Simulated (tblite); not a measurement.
A geometry optimisation, step by step.

Compound: C₅H₁₅NSi₂.
Atom-mapped SMILES: `[CH3:1][SiH2:2]/[CH:3]=[CH:4]/[SiH2:5][N:6]([CH3:7])[CH3:8]` (hydrogens: H9, H10, H11 on C1; H12, H13 on Si2; H14 on C3; H15 on C4; H16, H17 on Si5; H18, H19, H20 on C7; H21, H22, H23 on C8)

Computed with GFN2-xTB (tblite), gas phase: L-BFGS steps from a force-field or distance-geometry start until the largest atomic force falls under 0.01 eV/Å. 6 of its 167 geometries are shown.

Step 0: E = -671.4243 eV, largest atomic force 2.013 eV/Å
```
atom  x, y, z in Å  |  force x, y, z in eV/Å
C1      4.574   -0.100   -0.442    0.434   1.746  -0.117
Si2     3.070   -1.090   -0.008    0.026  -1.364   0.551
C3      1.575   -0.075   -0.321   -0.911   0.818  -0.274
C4      0.443   -0.203    0.367    0.388  -0.543   0.241
Si5    -0.997    0.856   -0.024   -1.353   0.397   0.169
N6     -2.567    0.111    0.446    1.350   1.396  -0.529
C7     -3.576    1.160    0.432   -0.515   0.481   1.196
C8     -2.845   -0.937   -0.478    0.036  -1.192  -0.591
H9      4.234    0.974   -0.446    0.507  -0.792  -0.088
H10     4.941   -0.305   -1.458    0.130   0.009   0.659
H11     5.364   -0.143    0.324   -0.175  -0.197  -0.673
H12     3.046   -1.544    1.399    0.090   0.097  -0.124
H13     2.931   -2.283   -0.844    0.116  -0.197  -0.115
H14     1.570    0.684   -1.118    0.117  -0.382   0.330
H15     0.368   -0.927    1.173    0.190   0.039  -0.120
H16    -1.079    1.007   -1.490    0.137   0.220  -0.014
H17    -0.853    2.185    0.611   -0.107  -0.249  -0.054
H18    -3.790    1.389    1.510   -0.062  -0.037  -0.797
H19    -4.522    0.847   -0.044    0.553   0.097   0.151
H20    -3.211    2.108   -0.020   -0.491  -0.596   0.050
H21    -1.919   -1.543   -0.610   -0.693   0.147   0.127
H22    -3.658   -1.603   -0.113    0.367   0.411  -0.202
H23    -3.103   -0.540   -1.480   -0.135  -0.308   0.224
```

Step 33: E = -672.0840 eV, largest atomic force 0.093 eV/Å
```
atom  x, y, z in Å  |  force x, y, z in eV/Å
C1      4.604   -0.092   -0.401   -0.027  -0.054  -0.010
Si2     3.095   -1.169    0.034    0.035  -0.014   0.004
C3      1.579   -0.135   -0.387   -0.004  -0.051  -0.027
C4      0.385   -0.167    0.201   -0.007   0.041   0.003
Si5    -0.995    1.053   -0.189   -0.019   0.055   0.063
N6     -2.534    0.330    0.053    0.008   0.043  -0.019
C7     -3.668    1.148    0.432   -0.044   0.018   0.003
C8     -2.870   -0.973   -0.458    0.026  -0.038   0.039
H9      4.373    0.970   -0.342    0.022  -0.071   0.010
H10     4.926   -0.305   -1.417    0.050   0.074   0.017
H11     5.447   -0.283    0.258   -0.031  -0.013  -0.041
H12     3.134   -1.554    1.452   -0.051   0.017  -0.019
H13     3.098   -2.390   -0.792    0.020   0.015   0.047
H14     1.720    0.564   -1.206   -0.079   0.043   0.025
H15     0.233   -0.861    1.021    0.026  -0.004  -0.034
H16    -0.777    1.617   -1.535    0.002  -0.015  -0.032
H17    -0.977    2.143    0.793    0.054   0.069   0.013
H18    -3.758    1.199    1.522   -0.017  -0.052   0.020
H19    -4.596    0.743    0.032    0.023  -0.064  -0.043
H20    -3.566    2.167    0.062    0.047   0.012  -0.024
H21    -1.968   -1.576   -0.520    0.063  -0.011  -0.043
H22    -3.568   -1.476    0.214   -0.061  -0.011   0.028
H23    -3.321   -0.925   -1.458   -0.035   0.010   0.021
```

Step 66: E = -672.1845 eV, largest atomic force 0.159 eV/Å
```
atom  x, y, z in Å  |  force x, y, z in eV/Å
C1      4.626   -0.204   -0.355    0.015   0.030  -0.052
Si2     3.001   -1.137   -0.022    0.053  -0.022   0.065
C3      1.541   -0.050   -0.521    0.014   0.011   0.067
C4      0.361   -0.043    0.096   -0.033   0.045   0.001
Si5    -1.011    1.204   -0.232   -0.030   0.033   0.012
N6     -2.506    0.407    0.038    0.046  -0.074  -0.054
C7     -3.736    1.086    0.343    0.033   0.011   0.010
C8     -2.700   -0.985   -0.267   -0.032  -0.143  -0.061
H9      4.599    0.819    0.012   -0.079  -0.027   0.025
H10     4.833   -0.156   -1.420   -0.011   0.004  -0.043
H11     5.480   -0.686    0.112   -0.074  -0.071   0.014
H12     2.909   -1.468    1.408   -0.015   0.047   0.002
H13     2.982   -2.412   -0.755    0.025   0.015  -0.075
H14     1.682    0.659   -1.331    0.042  -0.019   0.048
H15     0.194   -0.755    0.898    0.084   0.040   0.006
H16    -0.850    1.739   -1.596    0.007   0.050  -0.035
H17    -0.955    2.299    0.750    0.002  -0.007  -0.062
H18    -4.120    0.746    1.309   -0.115  -0.029   0.005
H19    -4.492    0.891   -0.425   -0.021  -0.030   0.004
H20    -3.579    2.158    0.391    0.096   0.048   0.035
H21    -1.759   -1.434   -0.575    0.008  -0.014   0.113
H22    -3.094   -1.525    0.604    0.039   0.029  -0.020
H23    -3.411   -1.125   -1.091   -0.055   0.072  -0.005
```

Step 100: E = -672.2346 eV, largest atomic force 0.057 eV/Å
```
atom  x, y, z in Å  |  force x, y, z in eV/Å
C1      4.620   -0.228   -0.367   -0.005   0.007   0.002
Si2     2.985   -1.134   -0.031    0.015  -0.031   0.016
C3      1.562    0.015   -0.477   -0.014  -0.006  -0.002
C4      0.389    0.051    0.150    0.005   0.042   0.038
Si5    -1.033    1.208   -0.273   -0.007   0.028  -0.044
N6     -2.476    0.363    0.135    0.005   0.002   0.018
C7     -3.716    1.063    0.344    0.020   0.028   0.016
C8     -2.682   -1.021   -0.209    0.002   0.002   0.000
H9      4.651    0.734    0.136    0.001  -0.007   0.003
H10     4.757   -0.046   -1.430   -0.011   0.003   0.005
H11     5.473   -0.805   -0.025   -0.002  -0.022   0.006
H12     2.879   -1.518    1.385    0.030   0.012  -0.031
H13     2.915   -2.353   -0.857    0.018   0.021   0.012
H14     1.706    0.687   -1.317   -0.021  -0.004  -0.024
H15     0.255   -0.606    1.002   -0.015  -0.027  -0.005
H16    -0.895    1.620   -1.688   -0.022  -0.009   0.027
H17    -1.048    2.417    0.563    0.008  -0.046  -0.010
H18    -4.303    0.563    1.123    0.018   0.009  -0.041
H19    -4.322    1.107   -0.569   -0.020  -0.034  -0.010
H20    -3.507    2.081    0.661   -0.013   0.004   0.023
H21    -1.724   -1.511   -0.365    0.007   0.007   0.011
H22    -3.212   -1.532    0.603    0.000   0.012  -0.033
H23    -3.278   -1.128   -1.125    0.003   0.006   0.021
```

Step 133: E = -672.2390 eV, largest atomic force 0.016 eV/Å
```
atom  x, y, z in Å  |  force x, y, z in eV/Å
C1      4.620   -0.226   -0.365   -0.006   0.003  -0.006
Si2     2.986   -1.139   -0.042    0.004  -0.004   0.001
C3      1.547   -0.012   -0.501   -0.007   0.000   0.005
C4      0.396    0.066    0.163   -0.009  -0.001  -0.001
Si5    -1.035    1.211   -0.265   -0.003  -0.004   0.015
N6     -2.474    0.368    0.167    0.002   0.002  -0.004
C7     -3.722    1.065    0.336    0.009   0.009   0.007
C8     -2.672   -1.013   -0.195    0.001  -0.010   0.001
H9      4.680    0.694    0.211    0.010   0.002  -0.001
H10     4.725    0.035   -1.414   -0.007   0.010  -0.004
H11     5.474   -0.840   -0.096   -0.009  -0.001   0.012
H12     2.890   -1.514    1.375    0.001  -0.002   0.001
H13     2.951   -2.362   -0.861   -0.009   0.004  -0.007
H14     1.663    0.616   -1.378    0.001  -0.005  -0.006
H15     0.282   -0.557    1.045   -0.011   0.010  -0.001
H16    -0.930    1.615   -1.682    0.015  -0.004  -0.002
H17    -1.044    2.417    0.572    0.006   0.002   0.002
H18    -4.333    0.556    1.087    0.006   0.000  -0.010
H19    -4.297    1.108   -0.598   -0.003  -0.007   0.001
H20    -3.533    2.082    0.669    0.010   0.000   0.000
H21    -1.710   -1.512   -0.295   -0.003   0.009   0.000
H22    -3.253   -1.520    0.582   -0.002  -0.001  -0.008
H23    -3.215   -1.110   -1.144    0.004  -0.012   0.006
```

Step 166: E = -672.2407 eV, largest atomic force 0.009 eV/Å
```
atom  x, y, z in Å  |  force x, y, z in eV/Å
C1      4.587   -0.212   -0.363    0.000   0.002  -0.001
Si2     2.973   -1.167   -0.058   -0.002   0.000   0.000
C3      1.520   -0.055   -0.506   -0.003   0.003  -0.002
C4      0.402    0.085    0.203    0.003  -0.001  -0.001
Si5    -1.024    1.228   -0.243    0.005   0.005   0.003
N6     -2.464    0.377    0.162    0.002   0.000   0.004
C7     -3.720    1.067    0.303   -0.003  -0.001   0.003
C8     -2.639   -1.012   -0.178    0.001   0.003   0.000
H9      4.660    0.660    0.281    0.000  -0.002  -0.001
H10     4.651    0.134   -1.391    0.002  -0.005   0.003
H11     5.454   -0.837   -0.172   -0.002   0.004   0.004
H12     2.881   -1.571    1.351    0.003  -0.005  -0.004
H13     2.956   -2.369   -0.907   -0.001   0.000   0.000
H14     1.604    0.515   -1.426    0.000   0.002  -0.003
H15     0.315   -0.478    1.125    0.001   0.003   0.003
H16    -0.888    1.629   -1.658    0.000   0.007  -0.003
H17    -1.050    2.433    0.596    0.004   0.001  -0.003
H18    -4.339    0.560    1.049   -0.006   0.001   0.001
H19    -4.280    1.099   -0.639    0.001  -0.008  -0.003
H20    -3.541    2.088    0.631    0.003   0.000  -0.001
H21    -1.669   -1.497   -0.252    0.001  -0.005   0.005
H22    -3.228   -1.513    0.597   -0.003  -0.004  -0.002
H23    -3.163   -1.136   -1.135   -0.006   0.000  -0.001
```

**Question.** Summarise the path.

**Answer.** The energy falls by 78.78 kJ/mol from step 0 to step 166; nine tenths of that is first reached at step 60. It rises by more than 0.2 meV at step 67. The largest force goes from 2.013 to 0.009 eV/Å. Among the bonds Si5–N6 changes most, from 1.800 to 1.721 Å; the atoms move by 0.553 Å rms after alignment.

The cost below is that of the whole relaxation. Hardware: Arm Neoverse N1, one thread, no GPU, shared host. Cost: 2.7 s wall.
